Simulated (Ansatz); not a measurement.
Gas-phase electronic energies from Ansatz, PBE0-D4/def2-TZVP geometries. CCSD(T)/CBS is the MP2 limit (def2-TZVPP, def2-QZVPP) plus CCSD(T) − MP2 in def2-TZVPP, frozen cores. Functionals use def2-TZVPP. def2 core potentials past Kr. For Ge, In outer-core shells are correlated without core-valence functions, which leaves a few kJ/mol of doubt a bond. Scalar relativity is left out up to krypton. Each species was taken in one conformer, which may not be the lowest.

Consider the redistribution: `[F][In]([F])[F]` + `O=C=[N][Ge]([F])([F])[F]` → `O=C=[N][In]([F])[F]` + `[F][Ge]([F])([F])[F]`.

```csv
level,ΔE (kJ/mol)
PBE-D4,-15.2
revPBE-D4,-12.5
B2PLYP,-22.0
BLYP,-15.9
```

Q: What does CCSD(T)/CBS give? (Estimate.)

A: Computed: -22.1 kJ/mol. The listed levels differ from it by 6.9, 9.6, 0.1, 6.2 kJ/mol.

Largest T1 diagnostic among the species: 0.018.

From PBE to PBE0 (25 % exact exchange), in def2-TZVPP and without D4, ΔE moves by −3.9 kJ/mol. Leaving LDA and LC-ωPBE aside and taking each functional with its dispersion term where it has one, the values, not all of them listed here, spread over 12.3 kJ/mol, from PBE-QIDH to revPBE-D4.
